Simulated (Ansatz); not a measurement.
Ansatz (a quantum-chemistry and plane-wave program) input (MP2/def2-TZVP):

Ansatz 0.2 input:
```yaml
crystal:
  periodic: [false, false, false]
  atoms:
    - {symbol: Ge, position_ang: [0.20561840, 0.18195587, -0.21402856]}
    - {symbol: C, position_ang: [-0.93860242, -0.82525658, 0.96663904]}
    - {symbol: H, position_ang: [1.61218003, 0.35669680, 0.39971119]}
    - {symbol: H, position_ang: [0.35780422, -0.55646748, -1.55579574]}
    - {symbol: H, position_ang: [-0.38811164, 1.58131263, -0.45497256]}
    - {symbol: H, position_ang: [-1.53709267, -0.34655004, 1.73158840]}
    - {symbol: H, position_ang: [-0.99295420, -1.90604011, 0.92854846]}
basis:
  gaussian:
    orbitals: def2-TZVP
magnetization: {spin_polarized: true, initial_magnetization: 1}
correlation: {method: mp2, electrons: outside_noble_gas}
relax: {f_tol: 0.003, max_steps: 100}
```

Output:

```
Functional definition: HF
these checks for a lower state are left out or cut short: cluster_reference
integrals: 0.08 GiB planned
834 factors; integrals over basis functions are off by at most 3.5e-4 eV
mean field: 0.37 GiB planned
mean field evaluation 1: about -57580.4196 eV, gradient 1.5e1 eV
mean field evaluation 2: about -57580.4212 eV, gradient 1.5e1 eV
mean field evaluation 4: about -57582.1112 eV, gradient 2.3e0 eV
mean field evaluation 8: about -57582.1585 eV, gradient 1.4e-1 eV
mean field -57582.15895781 eV, -2116.1053111103 hartree, gradient 1.3e-6 eV, S^2 0.763113; 0 other end points of the search recorded, 0 dependent functions left out
15 core orbitals not correlated
reference -57582.15895781 eV, -2116.1053111103 hartree; 7, 6 occupied and 87, 88 virtual orbitals, 834 factors
densities: 0.35 GiB planned
second order -7.04351811 eV of doubles, -0.00000000 eV of singles
the calculation of the forces begins
relax step   1: F+E_penalty+E_count = -57589.20247592 eV  Δ(F+E_penalty+E_count) = +0.000e0 eV  max|allowed force component| = 1.303e-1 eV/Å  Δτ_max = 0.0000 Å  (37 SCF iters, accepted)
these checks for a lower state are left out or cut short: starts, cluster_reference, orbital_swaps, neighbouring_geometries, increment
integrals: 0.08 GiB planned
834 factors; integrals over basis functions are off by at most 3.5e-4 eV
mean field: 0.37 GiB planned
mean field evaluation 16: about -57582.1579 eV, gradient 3.0e-1 eV
mean field -57582.16010379 eV, -2116.1053532242 hartree, gradient 1.6e-6 eV, S^2 0.763144; 0 other end points of the search recorded, 0 dependent functions left out
15 core orbitals not correlated
reference -57582.16010379 eV, -2116.1053532242 hartree; 7, 6 occupied and 87, 88 virtual orbitals, 834 factors
densities: 0.35 GiB planned
second order -7.04310575 eV of doubles, -0.00000000 eV of singles
the calculation of the forces begins
relax step   2: F+E_penalty+E_count = -57589.20320953 eV  Δ(F+E_penalty+E_count) = -7.336e-4 eV  max|allowed force component| = 2.430e-2 eV/Å  Δτ_max = 0.0059 Å  (34 SCF iters, accepted)
these checks for a lower state are left out or cut short: starts, cluster_reference, orbital_swaps, neighbouring_geometries, increment
integrals: 0.08 GiB planned
834 factors; integrals over basis functions are off by at most 3.5e-4 eV
mean field: 0.37 GiB planned
mean field evaluation 32: about -57582.1603 eV, gradient 1.7e-6 eV
mean field -57582.16032613 eV, -2116.1053613950 hartree, gradient 1.7e-6 eV, S^2 0.763180; 0 other end points of the search recorded, 0 dependent functions left out
15 core orbitals not correlated
reference -57582.16032613 eV, -2116.1053613950 hartree; 7, 6 occupied and 87, 88 virtual orbitals, 834 factors
densities: 0.35 GiB planned
second order -7.04294684 eV of doubles, -0.00000000 eV of singles
the calculation of the forces begins
relax step   3: F+E_penalty+E_count = -57589.20327297 eV  Δ(F+E_penalty+E_count) = -6.344e-5 eV  max|allowed force component| = 8.994e-3 eV/Å  Δτ_max = 0.0036 Å  (34 SCF iters, accepted)
these checks for a lower state are left out or cut short: starts, cluster_reference, orbital_swaps, neighbouring_geometries, increment
integrals: 0.08 GiB planned
834 factors; integrals over basis functions are off by at most 3.5e-4 eV
mean field: 0.37 GiB planned
mean field -57582.16029641 eV, -2116.1053603029 hartree, gradient 2.6e-6 eV, S^2 0.763174; 0 other end points of the search recorded, 0 dependent functions left out
15 core orbitals not correlated
reference -57582.16029641 eV, -2116.1053603029 hartree; 7, 6 occupied and 87, 88 virtual orbitals, 834 factors
densities: 0.35 GiB planned
second order -7.04298395 eV of doubles, -0.00000000 eV of singles
the calculation of the forces begins
relax step   4: F+E_penalty+E_count = -57589.20328035 eV  Δ(F+E_penalty+E_count) = -7.386e-6 eV  max|allowed force component| = 3.471e-3 eV/Å  Δτ_max = 0.0016 Å  (27 SCF iters, accepted)
these checks for a lower state are left out or cut short: starts, cluster_reference, orbital_swaps, neighbouring_geometries, increment
integrals: 0.08 GiB planned
834 factors; integrals over basis functions are off by at most 3.5e-4 eV
mean field: 0.37 GiB planned
mean field -57582.16032839 eV, -2116.1053614781 hartree, gradient 2.3e-6 eV, S^2 0.763173; 0 other end points of the search recorded, 0 dependent functions left out
15 core orbitals not correlated
reference -57582.16032839 eV, -2116.1053614781 hartree; 7, 6 occupied and 87, 88 virtual orbitals, 834 factors
densities: 0.35 GiB planned
second order -7.04295344 eV of doubles, -0.00000000 eV of singles
the calculation of the forces begins
relax step   5: F+E_penalty+E_count = -57589.20328183 eV  Δ(F+E_penalty+E_count) = -1.476e-6 eV  max|allowed force component| = 2.951e-4 eV/Å  Δτ_max = 0.0008 Å  (26 SCF iters, accepted)
these checks for a lower state are left out or cut short: cluster_reference
integrals: 0.08 GiB planned
834 factors; integrals over basis functions are off by at most 3.5e-4 eV
mean field: 0.37 GiB planned
mean field evaluation 64: about -57582.1603 eV, gradient 6.0e-4 eV
mean field -57582.16032839 eV, -2116.1053614781 hartree, gradient 2.3e-6 eV, S^2 0.763173; 1 other end points of the search recorded, 0 dependent functions left out
15 core orbitals not correlated
reference -57582.16032839 eV, -2116.1053614781 hartree; 7, 6 occupied and 87, 88 virtual orbitals, 834 factors
densities: 0.35 GiB planned
second order -7.04295344 eV of doubles, -0.00000000 eV of singles
the calculation of the forces begins
Total energy: -57589.20328183 eV, -2116.3641852433 hartree
Atom 0 at     0.211150     0.185100    -0.216387 Å, force     0.000233    -0.000071     0.000295 eV/Å
Atom 1 at    -0.939386    -0.825422     0.966430 Å, force    -0.000036    -0.000044     0.000061 eV/Å
Atom 2 at     1.614814     0.356547     0.401786 Å, force    -0.000161    -0.000025    -0.000061 eV/Å
Atom 3 at     0.356243    -0.556141    -1.558115 Å, force    -0.000038    -0.000056    -0.000110 eV/Å
Atom 4 at    -0.389835     1.582105    -0.457051 Å, force    -0.000088     0.000088    -0.000037 eV/Å
Atom 5 at    -1.538260    -0.351050     1.732733 Å, force     0.000062     0.000006    -0.000099 eV/Å
Atom 6 at    -0.995884    -1.905488     0.932294 Å, force     0.000028     0.000102    -0.000049 eV/Å
Dipole moment:    -0.051688    -0.049752     0.061594 e Å
Checks for a lower state left out: cluster_reference
```

It need not be the lowest isomer of its formula.
